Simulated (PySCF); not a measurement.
# Computed records: FH2Si

All values are calculated (PySCF 2.14.0). Calculation on a computer-drawn molecule: vertical ionisation energy to the stated ion spin, frozen-core CCSD(T) at the basis limit and cheaper methods, single-reference cases, UHF for radicals, no spin-orbit; all values are single points at the evaluated structure, the first of each entry, which is the reference or a displaced copy of it and isn't optimised; the reference structure only sets the zero of the energies above reference; triples share is (T) over the correlation energy.

Common to all runs: charge 0; multiplicity 2; ion multiplicity 1; diffuse functions no; basis cc-pV(n+d)Z; reference is the Hartree-Fock double-zeta minimum; best is HF at quadruple zeta + MP2 correlation extrapolated from triple and quadruple zeta + CCSD(T) minus MP2 at triple zeta; basis step is the size of the change from the same recipe one zeta lower.

(1) FH2Si

Evaluated structure:
```xyz
4
FH2Si
F     -2.2700     0.5939     1.4875
Si    -2.7154     0.3103     3.0868
H     -1.5215    -0.0895     3.6063
H     -3.8242    -0.5222     3.1809
```

Reference structure:
```xyz
4
FH2Si
F     -2.3769     0.6420     1.5055
Si    -2.7052     0.4107     3.0751
H     -1.4815    -0.1055     3.7244
H     -3.8160    -0.5604     3.1690
```

The calculation gives: ionisation energy best 9.02 eV; ionisation energy basis step 0.06147 eV; energy above reference best 8.777 kcal/mol; energy above reference basis step 0.3997 kcal/mol; total energy HF triple zeta -389.5887 hartree; total energy CCSD(T) triple zeta -389.9756 hartree; total energy best -390.0454 hartree; T1 diagnostic at triple zeta 0.01458; D1 diagnostic at triple zeta 0.04287; spin squared at triple zeta 0.7536; ion T1 diagnostic at triple zeta 0.01931; ion D1 diagnostic at triple zeta 0.05742; triples share at triple zeta 0.02749; basis functions triple zeta 97; dipole magnitude HF at triple zeta 2.087 debye; dipole magnitude CCSD unrelaxed at triple zeta 1.802 debye; dipole magnitude PBE at triple zeta 1.604 debye; dipole magnitude r2SCAN at triple zeta 1.693 debye; dipole magnitude B3LYP at triple zeta 1.771 debye; dipole magnitude wB97X at triple zeta 1.809 debye.

Drawn bonds:
```tsv
atom	other atom	order
1	2	1
2	3	1
2	4	1
```

Triple zeta:
```tsv
method	ionisation energy (eV)	energy above reference (kcal/mol)
HF	8.814	9.585
PBE	8.929	9.244
r2SCAN	9.133	9.139
B3LYP	9.054	8.697
wB97X	8.957	8.939
MP2	8.872	8.449
CCSD	8.948	8.961
CCSD(T)	8.926	8.898
```

(2) FH2Si

Evaluated structure:
```xyz
4
FH2Si
F     -2.2700     0.5939     1.4875
Si    -2.7154     0.3103     3.0868
H     -1.6276    -0.0540     3.5601
H     -3.8242    -0.5222     3.1809
```

Reference structure:
```xyz
4
FH2Si
F     -2.3769     0.6420     1.5055
Si    -2.7052     0.4107     3.0751
H     -1.4815    -0.1055     3.7244
H     -3.8160    -0.5604     3.1690
```

The calculation gives: ionisation energy best 9.007 eV; ionisation energy basis step 0.06223 eV; energy above reference best 22.57 kcal/mol; energy above reference basis step 0.5437 kcal/mol; total energy HF triple zeta -389.5669 hartree; total energy CCSD(T) triple zeta -389.9537 hartree; total energy best -390.0234 hartree; T1 diagnostic at triple zeta 0.01453; D1 diagnostic at triple zeta 0.04262; spin squared at triple zeta 0.7535; ion T1 diagnostic at triple zeta 0.01929; ion D1 diagnostic at triple zeta 0.05759; triples share at triple zeta 0.02727; basis functions triple zeta 97; dipole magnitude HF at triple zeta 2.131 debye; dipole magnitude CCSD unrelaxed at triple zeta 1.844 debye; dipole magnitude PBE at triple zeta 1.641 debye; dipole magnitude r2SCAN at triple zeta 1.732 debye; dipole magnitude B3LYP at triple zeta 1.81 debye; dipole magnitude wB97X at triple zeta 1.849 debye.

Drawn bonds:
```tsv
atom	other atom	order
1	2	1
2	3	1
2	4	1
```

Triple zeta:
```tsv
method	ionisation energy (eV)	energy above reference (kcal/mol)
HF	8.789	23.29
PBE	8.923	23.6
r2SCAN	9.123	23.02
B3LYP	9.044	22.33
wB97X	8.939	22.79
MP2	8.854	22.06
CCSD	8.933	22.67
CCSD(T)	8.911	22.67
```

(3) FH2Si

Evaluated structure:
```xyz
4
FH2Si
F     -2.2700     0.5939     1.4875
Si    -2.7154     0.3103     3.0868
H     -1.5531    -0.0789     3.5926
H     -3.8242    -0.5222     3.1809
```

Reference structure:
```xyz
4
FH2Si
F     -2.3769     0.6420     1.5055
Si    -2.7052     0.4107     3.0751
H     -1.4815    -0.1055     3.7244
H     -3.8160    -0.5604     3.1690
```

It finds ionisation energy best 9.016 eV; ionisation energy basis step 0.06171 eV; energy above reference best 11.54 kcal/mol; energy above reference basis step 0.437 kcal/mol; total energy HF triple zeta -389.5844 hartree; total energy CCSD(T) triple zeta -389.9713 hartree; total energy best -390.0410 hartree; T1 diagnostic at triple zeta 0.01456; D1 diagnostic at triple zeta 0.04278; spin squared at triple zeta 0.7536; ion T1 diagnostic at triple zeta 0.0193; ion D1 diagnostic at triple zeta 0.05746; triples share at triple zeta 0.02742; basis functions triple zeta 97; dipole magnitude HF at triple zeta 2.1 debye; dipole magnitude CCSD unrelaxed at triple zeta 1.815 debye; dipole magnitude PBE at triple zeta 1.615 debye; dipole magnitude r2SCAN at triple zeta 1.705 debye; dipole magnitude B3LYP at triple zeta 1.783 debye; dipole magnitude wB97X at triple zeta 1.821 debye.

Drawn bonds:
```tsv
atom	other atom	order
1	2	1
2	3	1
2	4	1
```

Triple zeta:
```tsv
method	ionisation energy (eV)	energy above reference (kcal/mol)
HF	8.806	12.3
PBE	8.927	12.2
r2SCAN	9.13	11.94
B3LYP	9.051	11.44
wB97X	8.951	11.73
MP2	8.867	11.15
CCSD	8.943	11.7
CCSD(T)	8.921	11.66
```
